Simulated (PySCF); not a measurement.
HNaO (SMILES [OH][Na]), singlet, at a GFN2-xTB geometry (such geometries of metal compounds can be far from the true shape). Base run: DF-CAMB3LYP/def2-SVP (PySCF).

PySCF was given this input:
```python
from pyscf import gto, scf, dft

mol = gto.Mole()
mol.atom = '''
    Na   -0.60708701   -0.34567032   -0.49916222
    O     0.68596288    0.34473088    0.56471073
    H     1.19025406    1.04452643    0.97309857
'''
mol.basis = 'def2-svp'
mol.verbose = 4
mol.build()

mf = dft.RKS(mol)
mf.xc = 'camb3lyp'
mf = mf.density_fit(auxbasis='def2-universal-jkfit')
mf.kernel()
```

Variants of this job, named by their change:

| change | basis functions | E (Eh) | HOMO (eV) | HOMO-LUMO gap (eV) | dipole (D) |
|---|---|---|---|---|---|
| base | 34 | -237.96059 | -6.50 | 5.85 | 5.44 |
| basis = pc-1 | (withheld) | (withheld) | -6.37 | (withheld) | (withheld) |
| basis = 6-31G* | 34 | (withheld) | -6.37 | (withheld) | (withheld) |
| basis = cc-pVDZ | 37 | -238.08612 | -6.58 | 5.84 | 5.66 |
| basis = 6-31+G* | (withheld) | (withheld) | (withheld) | (withheld) | (withheld) |
| basis = 6-311G** | 50 | -238.09995 | -6.55 | 5.79 | 5.43 |
| basis = 6-311++G** | (withheld) | (withheld) | -6.99 | (withheld) | (withheld) |
| basis = def2-TZVP | 69 | -238.12442 | -6.87 | 6.12 | 5.83 |
| basis = def2-TZVPP | 77 | -238.12625 | -6.89 | 6.13 | 5.87 |
| basis = cc-pVTZ | 78 | -238.12498 | -6.88 | 6.11 | 6.01 |
| basis = aug-cc-pVTZ | 119 | -238.12985 | -7.02 | 6.18 | 6.27 |
| basis = def2-QZVP | 133 | -238.13940 | -6.99 | 6.19 | 6.06 |
| basis = cc-pVQZ | 144 | -238.13670 | -6.98 | 6.17 | 6.13 |

Problem. What belongs in the gaps?

Solution. 
- basis = pc-1, basis functions: 29
- basis = pc-1, E (Eh): -238.06629
- basis = pc-1, HOMO-LUMO gap (eV): 5.73
- basis = pc-1, dipole (D): 5.67
- basis = 6-31G*, E (Eh): -238.05633
- basis = 6-31G*, HOMO-LUMO gap (eV): 5.64
- basis = 6-31G*, dipole (D): 5.24
- basis = 6-31+G*, basis functions: 42
- basis = 6-31+G*, E (Eh): -238.07695
- basis = 6-31+G*, HOMO (eV): -6.93
- basis = 6-31+G*, HOMO-LUMO gap (eV): 6.10
- basis = 6-31+G*, dipole (D): 6.15
- basis = 6-311++G**, basis functions: 59
- basis = 6-311++G**, E (Eh): -238.11450
- basis = 6-311++G**, HOMO-LUMO gap (eV): 6.15
- basis = 6-311++G**, dipole (D): 6.22

Totals compare only among sets that treat the same electrons; sets with core potentials leave the core out.
